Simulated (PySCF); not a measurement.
Lowest triplet excitation (TDA) (eV) of eight silicon and germanium compounds: TDDFT-PBE beside TDDFT-PBE0, computed with PySCF for isolated molecules in the bases named; differences from unrounded values. The eight are the first of their class met in an unordered collection, after screening for sound electronic states; none was chosen by its value. Each molecule has one DFT geometry for both levels.

```json
[
 {"molecule": "oxadisiletane (CH6OSi2), SMILES [SiH2]1[SiH2]OC1", "basis": "def2-SVPD", "TDDFT-PBE0": "5.29", "TDDFT-PBE": "4.96", "difference": "-0.32"},
 {"molecule": "C2H6ClNSi2, SMILES N#CC[Si@H]([SiH3])Cl", "basis": "def2-SVPD", "TDDFT-PBE0": "5.63", "TDDFT-PBE": "5.28", "difference": "-0.35"},
 {"molecule": "CH7FN2Si, SMILES CN[Si@H](N)F", "basis": "def2-SVPD", "TDDFT-PBE0": "6.32", "TDDFT-PBE": "5.60", "difference": "-0.72"},
 {"molecule": "Ge(F)3(SiH3) (F₃GeH₃Si), SMILES [F][Ge]([F])([F])[SiH3]", "basis": "def2-SVPD", "TDDFT-PBE0": "6.66", "TDDFT-PBE": "6.12", "difference": "-0.54"},
 {"molecule": "C2H9PSi, SMILES C[SiH](C)P", "basis": "def2-SVPD", "TDDFT-PBE0": "5.55", "TDDFT-PBE": "5.36", "difference": "-0.20"},
 {"molecule": "C₂H₆GeSi, SMILES C1=[CH][GeH2][SiH2]1", "basis": "def2-SVPD", "TDDFT-PBE0": "4.15", "TDDFT-PBE": "4.26", "difference": "0.11"},
 {"molecule": "GeH7NOSi, SMILES [OH][GeH2][NH][SiH3]", "basis": "def2-SVPD", "TDDFT-PBE0": "5.78", "TDDFT-PBE": "5.19", "difference": "-0.59"},
 {"molecule": "B(Me)(OMe)(SiH3) (C₂H₉BOSi), SMILES COB(C)[SiH3]", "basis": "def2-SVPD", "TDDFT-PBE0": "4.44", "TDDFT-PBE": "4.24", "difference": "-0.21"}
]
```

TDDFT-PBE lies below TDDFT-PBE0 in 7 and above it in 1 of the eight; the mean signed difference is -0.35 and the largest -0.72 eV.
